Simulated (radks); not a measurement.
Coulomb parameter of the 3d shell of the chromium ion Cr2+ in the model configuration [Ar] 3d2.5 4p1.5, as a second difference U = [E(n + 0.25) + E(n - 0.25) - 2 E(n)] / (0.25)^2 with all orbitals relaxed. "Bare": the charge of the atom changes with n. "Screened": the 4p shell takes up the change at fixed total charge, which measures U(3d,3d) + U(4p,4p) - 2 U(3d,4p). All-electron calculation, Dirac Kohn-Sham, PBE, spin-unpolarised, spherical densities, point nucleus; open shells are shared between the two j in proportion to 2j + 1. Program: a radial shooting solver on a logarithmic mesh with Libxc functionals.

| case | configuration | E - E(n) (eV) |
|---|---|---|
| start | [Ar] 3d2.5 4p1.5 | 0.000 |
| bare +0.25 | [Ar] 3d2.75 4p1.5 | -7.806 |
| bare -0.25 | [Ar] 3d2.25 4p1.5 | 8.848 |
| screened +0.25 | [Ar] 3d2.75 4p1.25 | -3.937 |
| screened -0.25 | [Ar] 3d2.25 4p1.75 | 4.269 |

U(bare) = 16.678 eV, U(screened by 4p) = 5.322 eV.
